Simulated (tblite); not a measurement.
Compound: C6H13BrSi.
Numbering: `[CH3:1][CH2:2][C@@:3]1([CH2:4][CH2:5][Br:6])[CH2:7][SiH2:8]1` (hydrogens: H9, H10, H11 on C1; H12, H13 on C2; H14, H15 on C4; H16, H17 on C5; H18, H19 on C7; H20, H21 on Si8)

Computed with GFN2-xTB (tblite), gas phase: L-BFGS steps from a force-field or distance-geometry start until the largest atomic force falls under 0.01 eV/Å.

At the end of the run (lengths in Å): C5–Br6 1.954, C3–Si8 1.903, C3–C4 1.521, C5–H17 1.089, C4–C5 1.516, C4–H15 1.093, Si8–H21 1.451, C4–C5–Br6 111.4°, C2–C3–C7 114.5°, C4–C3–C7 115.4°, C1–C2–C3 112.9°, C1–C2–C3–C4 76°, C2–C3–C4–C5 -147°, C3–C4–C5–Br6 70°, H12–C2–C1–H9 -60°, H9–C1–C2–C3 178°.

Problem. These geometries were met on the way; a selection of coordinates is given. Order them by energy above the end point, lowest first.
A. C5–Br6 1.885, C3–Si8 1.835, C3–C4 1.467, C5–H17 1.135, C4–C5 1.474, C4–H15 1.135, Si8–H21 1.491, C4–C5–Br6 118.8°, C2–C3–C7 108.0°, C4–C3–C7 110.4°, C1–C2–C3 112.8°, C1–C2–C3–C4 60°, C2–C3–C4–C5 -179°, C3–C4–C5–Br6 59°, H12–C2–C1–H9 -108°, H9–C1–C2–C3 132°
B. C5–Br6 1.952, C3–Si8 1.900, C3–C4 1.515, C5–H17 1.088, C4–C5 1.519, C4–H15 1.095, Si8–H21 1.454, C4–C5–Br6 112.4°, C2–C3–C7 112.2°, C4–C3–C7 117.9°, C1–C2–C3 113.2°, C1–C2–C3–C4 55°, C2–C3–C4–C5 -175°, C3–C4–C5–Br6 82°, H12–C2–C1–H9 -84°, H9–C1–C2–C3 153°
C. C5–Br6 1.950, C3–Si8 1.906, C3–C4 1.518, C5–H17 1.087, C4–C5 1.515, C4–H15 1.091, Si8–H21 1.456, C4–C5–Br6 112.5°, C2–C3–C7 110.8°, C4–C3–C7 117.3°, C1–C2–C3 116.7°, C1–C2–C3–C4 53°, C2–C3–C4–C5 -178°, C3–C4–C5–Br6 77°, H12–C2–C1–H9 -101°, H9–C1–C2–C3 137°
D. C5–Br6 1.971, C3–Si8 1.918, C3–C4 1.523, C5–H17 1.097, C4–C5 1.516, C4–H15 1.102, Si8–H21 1.453, C4–C5–Br6 114.8°, C2–C3–C7 112.1°, C4–C3–C7 115.3°, C1–C2–C3 116.8°, C1–C2–C3–C4 54°, C2–C3–C4–C5 179°, C3–C4–C5–Br6 69°, H12–C2–C1–H9 -108°, H9–C1–C2–C3 131°
E. C5–Br6 1.919, C3–Si8 1.879, C3–C4 1.500, C5–H17 1.090, C4–C5 1.514, C4–H15 1.085, Si8–H21 1.461, C4–C5–Br6 116.3°, C2–C3–C7 110.3°, C4–C3–C7 111.7°, C1–C2–C3 114.5°, C1–C2–C3–C4 57°, C2–C3–C4–C5 179°, C3–C4–C5–Br6 64°, H12–C2–C1–H9 -110°, H9–C1–C2–C3 131°

Solution. B (0.105 eV), C (0.183 eV), D (0.301 eV), E (0.531 eV), A (0.935 eV).

| step | E above end (eV) | rms distance from the end, all atoms (Å) | largest force (eV/Å) | rms shift of all bonds from the end (Å) |
| --- | --- | --- | --- | --- |
| 32 | 0.105 | 0.441 | 0.290 | 0.004 |
| 19 | 0.183 | 0.562 | 0.160 | 0.004 |
| 6 | 0.301 | 0.614 | 0.426 | 0.009 |
| 1 | 0.531 | 0.624 | 0.887 | 0.013 |
| 0 | 0.935 | 0.626 | 3.059 | 0.036 |

Rows stand in the order of the answer.
